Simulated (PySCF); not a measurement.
Molecule: SMILES c1[c+](CB)c1, [C4H6B]+.

Numbering as in the mapped SMILES `[BH2:1][CH2:2][c+:3]1[cH:4][cH:5]1`; H(Xn) means a hydrogen on atom n.

Geometry PBE0-D3(BJ)/def2-SVP throughout; GIAO in PySCF 2.14.0 with density-fitted response routines, gas phase, one conformer, non-relativistic; equivalent atoms averaged; basis pcSseg-2.

For orientation, CAM-B3LYP gives these shifts δ (against BF3·OEt2, TMS at the same level): B1 91.8, C3 202.1, C4/C5 178.7, C2 37.4, H(C4)/H(C5) 10.21, H(B1) 7.50, H(C2) 4.35 ppm.

A run gave: B1 92.0, C3 207.3, C4/C5 184.5, C2 36.6, H(C4)/H(C5) 10.31, H(B1) 7.58, H(C2) 4.36 ppm (shifts δ (against BF3·OEt2, TMS at the same level)).

Task: Which functional was used in that run?
A. OPBE
B. PBE
C. BLYP
D. LC-wPBE
E. mPW1PW91

Result: D. C3 tells them apart best: LC-wPBE gives 207.3, BLYP gives 195.5, mPW1PW91 gives 196.4, PBE gives 195.6, OPBE gives 188.0 ppm.
